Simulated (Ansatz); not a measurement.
The O3–H4 bond of FGeHO (SMILES [OH][Ge][F]) is stretched (multiplicity 1, the rest rigid).
Geometry at rest (charge 0, multiplicity 1):
```xyz
4

Ge     0.1077    -0.0493     0.4077
F      0.2474     1.3715    -0.6247
O     -0.6085    -1.0965    -0.8575
H     -0.8059    -1.9945    -0.5656
```

Frozen-core correlation. Filled d and f shells under p-block atoms count as core.

The values were computed with Ansatz (Gaussian orbitals). Each number belongs to the level named beside it.

FIC-MRCISD+Q on CASSCF(4,3)/cc-pVDZ, total energies (hartree):

```tsv
R (Å)	CASSCF	MRCISD	weight c² of the reference
0.965	-2250.301452	-2250.707992	0.90296
1.688	-2250.185931	-2250.581769	0.90160
3.087	-2250.142473	-2250.529789	0.90312
```

Task: Add the Davidson correction (E_MRCISD − E_CASSCF)(1 − c²)/c² and give the energies above the first point at the three levels.

Result: 
Corrections (hartree): -0.043691, -0.043200, -0.041551. Above the first point (kcal/mol):
- R = 1.688 Å: CASSCF 72.5, MRCISD 79.2, with the correction 79.5
- R = 3.087 Å: CASSCF 99.8, MRCISD 111.8, with the correction 113.2

Doubts at one or more of the structures used: active orbitals that take no part (FIC-MRCISD+Q on CASSCF(4,3)/cc-pVDZ).

Ansatz is an electronic-structure program.
